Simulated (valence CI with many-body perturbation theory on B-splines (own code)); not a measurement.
Energy levels of Sb²⁰⁺

Calculated by configuration interaction combined with many-body perturbation theory (CI+MBPT): three valence electrons over a frozen Dirac-Fock core [Ar] 3d10, radial functions for each j: 11 s, 11 p, 10 d, 8 f, 5 g, 2 h, with the one-electron correlation potential Σ1 (screened to all orders), the two-electron term Σ2, the three-electron term Σ3, Breit, model QED; selected single and double excitations, second order for the rest, scaled by the run's own slope (own B-spline code, finite nucleus).

No measured levels were compared; by estimate levels hold to about 250 cm⁻¹ or 0.2 % of their energy and the worst to 1 %, as in measured heavy ions of charge 2 to 7; those with d or f electrons hold less well.

Levels 136 to 180 of 182, with energies above the lowest level, 4s2.4p 2P°_1/2. "Leading %" is the weight of the configuration and term that name the level; weights of strongly mixed levels are sums over their largest components and can fall short, so below about 35 % the name and the second component can differ from the true leading terms, or belong to a minority configuration. In the jj column 3d3/2^4 stands for four electrons in 3d with j = 3/2. Lifetimes count E1, E2, E3, M1 and M2 decay at the calculated energies, and are blank where another channel may lead or the interval is too uncertain; long ones can be off by a factor of two.

| No. | Configuration | Term | J | E (cm⁻¹) | Leading % | Lifetime | Leading jj |
| --- | --- | --- | --- | --- | --- | --- | --- |
| 136 | 4p.4d2 | 4P° | 3/2 | 2237500 | 62 | 5.06 ps | 4p1/2 4d3/2 4d5/2 (52 %) |
| 137 | 4p2.4f | 2F° | 5/2 | 2240400 | 34 | 6.61 ps | 4p1/2 4p3/2 4f5/2 (46 %) |
| 138 | 4p2.4f | 4G° | 7/2 | 2241200 | 38 | 5.64 ps | 4p1/2 4p3/2 4f5/2 (64 %) |
| 139 | 4p2.4f | 2G° | 9/2 | 2245600 | 53 | 7.09 ps | 4p1/2 4p3/2 4f7/2 (80 %) |
| 140 | 4p2.4f | 4G° | 5/2 | 2247700 | 22 | 5.33 ps | 4p1/2 4p3/2 4f5/2 (79 %) |
| 141 | 4p.4d2 | 4F° | 7/2 | 2251200 | 29 | 5.12 ps | 4p1/2 4p3/2 4f7/2 (28 %) |
| 142 | 4p2.4f | 4D° | 3/2 | 2253400 | 39 | 5.14 ps | 4p1/2 4p3/2 4f5/2 (50 %) |
| 143 | 4p2.4f | 4D° | 1/2 | 2254500 | 40 | 6.26 ps | 4p1/2 4p3/2 4f5/2 (51 %) |
| 144 | 4p.4d2 | 4G° | 11/2 | 2254700 | 60 | 21.0 ps | 4p3/2 4d5/2^2 (76 %) |
| 145 | 4p2.4f | 4F° | 3/2 | 2256800 | 56 | 5.32 ps | 4p1/2 4p3/2 4f5/2 (82 %) |
| 146 | 4p2.4f | 2D° | 5/2 | 2257000 | 33 | 5.33 ps | 4p1/2 4p3/2 4f7/2 (53 %) |
| 147 | 4p.4d2 | 2D° | 5/2 | 2267500 | 28 | 10.7 ps | 4p3/2 4d5/2^2 (46 %) |
| 148 | 4p.4d2 | 2F° | 7/2 | 2277400 | 32 | 4.97 ps | 4p3/2 4d3/2 4d5/2 (58 %) |
| 149 | 4p2.4f | 2G° | 9/2 | 2279300 | 27 | 6.55 ps | 4p1/2 4p3/2 4f5/2 (24 %) |
| 150 | 4s.4p.5s | 4P° | 5/2 | 2283700 | 99 | 1.88 ps | 4s 4p3/2 5s (99 %) |
| 151 | 4p.4d2 | 4F° | 9/2 | 2284100 | 38 | 4.00 ps | 4p3/2 4d3/2 4d5/2 (60 %) |
| 152 | 4p.4d2 | 2P° | 1/2 | 2287500 | 82 | 5.66 ps | 4p1/2 4d5/2^2 (64 %) |
| 153 | 4p.4d2 | 2P° | 3/2 | 2291200 | 37 | 3.83 ps | 4p3/2 4d3/2 4d5/2 (44 %) |
| 154 | 4p.4d2 | 4D° | 7/2 | 2291500 | 60 | 5.69 ps | 4p3/2 4d3/2 4d5/2 (38 %) |
| 155 | 4p.4d2 | 4P° | 5/2 | 2291700 | 30 | 7.22 ps | 4p3/2 4d3/2 4d5/2 (53 %) |
| 156 | 4p.4d2 | 2S° | 1/2 | 2294500 | 58 | 4.68 ps | 4p3/2 4d3/2 4d5/2 (75 %) |
| 157 | 4p.4d2 | 2G° | 7/2 | 2299700 | 33 | 4.63 ps | 4p3/2 4d3/2^2 (26 %) |
| 158 | 4p.4d2 | 4P° | 5/2 | 2299800 | 35 | 7.39 ps | 4p3/2 4d3/2 4d5/2 (35 %) |
| 159 | 4s.4p.5s | 2P° | 3/2 | 2304900 | 85 | 1.30 ps | 4s 4p3/2 5s (97 %) |
| 160 | 4p2.4f | 4G° | 11/2 | 2309400 | 54 | 4.54 ps | 4p3/2 4d3/2 4d5/2 (42 %) |
| 161 | 4p2.4f | 2H° | 9/2 | 2311300 | 30 | 4.82 ps | 4p3/2 4d5/2^2 (37 %) |
| 162 | 4p2.4f | 2D° | 3/2 | 2312700 | 30 | 4.18 ps | 4p1/2 4p3/2 4f7/2 (49 %) |
| 163 | 4p.4d2 | 4D° | 5/2 | 2312900 | 27 | 4.20 ps | 4p3/2 4d3/2 4d5/2 (46 %) |
| 164 | 4p.4d2 | 4D° | 7/2 | 2316100 | 58 | 3.48 ps | 4p3/2 4d3/2 4d5/2 (37 %) |
| 165 | 4p.4d2 | 4D° | 5/2 | 2317400 | 16 | 2.83 ps | 4p3/2 4d3/2 4d5/2 (30 %) |
| 166 | 4p.4d2 | 4D° | 1/2 | 2318000 | 47 | 3.69 ps | 4p3/2 4d5/2^2 (27 %) |
| 167 | 4p.4d2 | 2F° | 7/2 | 2321000 | 33 | 6.46 ps | 4p3/2 4d3/2 4d5/2 (28 %) |
| 168 | 4p2.4f | 2D° | 3/2 | 2321600 | 43 | 3.13 ps | 4p1/2 4p3/2 4f5/2 (37 %) |
| 169 | 4p.4d2 | 4S° | 3/2 | 2329400 | 62 | 2.77 ps | 4p3/2 4d3/2^2 (34 %) |
| 170 | 4p.4d2 | 2F° | 7/2 | 2337500 | 26 | 4.49 ps | 4p3/2^2 4f7/2 (38 %) |
| 171 | 4p2.4f | 4F° | 9/2 | 2340500 | 24 | 4.47 ps | 4p3/2^2 4f7/2 (27 %) |
| 172 | 4s2.5d | 2D | 3/2 | 2343200 | 86 | 2.51 ps | 4s^2 5d3/2 (86 %) |
| 173 | 4p.4d2 | 2P° | 1/2 | 2344000 | 49 | 3.04 ps | 4p3/2 4d3/2^2 (40 %) |
| 174 | 4p.4d2 | 2D° | 3/2 | 2345300 | 36 | 3.68 ps | 4p3/2 4d3/2 4d5/2 (52 %) |
| 175 | 4p2.4f | 4F° | 9/2 | 2351400 | 29 | 4.30 ps | 4p3/2^2 4f7/2 (59 %) |
| 176 | 4s.4p.5p | 4D | 1/2 | 2352600 | 71 | 2.72 ps | 4s 4p1/2 5p1/2 (98 %) |
| 177 | 4s2.5d | 2D | 5/2 | 2353400 | 93 | 3.03 ps | 4s^2 5d5/2 (93 %) |
| 178 | 4p.4d2 | 2D° | 5/2 | 2354700 | 57 | 3.02 ps | 4p3/2 4d3/2 4d5/2 (40 %) |
| 179 | 4p2.4f | 2F° | 5/2 | 2362500 | 24 | 4.65 ps | 4p3/2^2 4f5/2 (23 %) |
| 180 | 4p2.4f | 2D° | 3/2 | 2363100 | 36 | 3.84 ps | 4p3/2^2 4f5/2 (53 %) |

Names give the largest LS component (configuration and term), which can be under half, so a name can repeat, a term be missing and a line seem to break the LS rules; names also repeat where a configuration has a term twice.

Where two levels of one J and parity lie close, their mixing, g and order are uncertain.
